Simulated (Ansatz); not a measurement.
Ligand exchange: AlH2Br + AuSH → AlH2(SH) + AuBr

Gas-phase species: AlH2Br `[AlH2][Br]`, singlet; AuSH `[SH][Au]`, singlet; AlH2(SH), singlet; AuBr (bromogold), singlet. The partners trade Br for SH: Al–Br and Au–SH bonds give way to Al–SH and Au–Br.

Shapes, held fixed at every level: PBE0-D4/def2-TZVP. Programs: Ansatz 0.2.0. The zero-point and thermal change to 298 K, harmonic and unscaled (PBE0-D4/def2-TZVP), is +1.4 kJ/mol.

| level | kind | ΔH(298 K) (kJ/mol) | less CCSD(T)/def2-TZVPP |
| --- | --- | --- | --- |
| HF/def2-SVP | Hartree–Fock | +3.7 | -28.6 |
| r2SCAN-D4/def2-TZVPP | meta-GGA | +36.9 | +4.6 |
| BHLYP-D4/def2-TZVPP | global hybrid | +21.9 | -10.4 |
| PBE0-D4/def2-TZVPP | global hybrid | +29.4 | -2.9 |
| wB97M-V/def2-TZVPP | range-separated hybrid | +23.8 | -8.5 |
| wB97X-V/def2-TZVPP | range-separated hybrid | +22.3 | -10.0 |
| CCSD(T)/def2-TZVPP | coupled cluster or CI | +32.3 | 0.0 |

The highest level, CCSD(T)/def2-TZVPP, gives ΔH(298 K) = +32.3 kJ/mol; the levels span +3.7 to +36.9. The column of differences is taken from that level and isn't an error. No measured value is set beside it here. For atoms past krypton def2 sets carry core potentials with scalar relativity. Relativity is left out for Br. Outer-core shells of Au, Br are correlated, in sets that cover them unevenly.
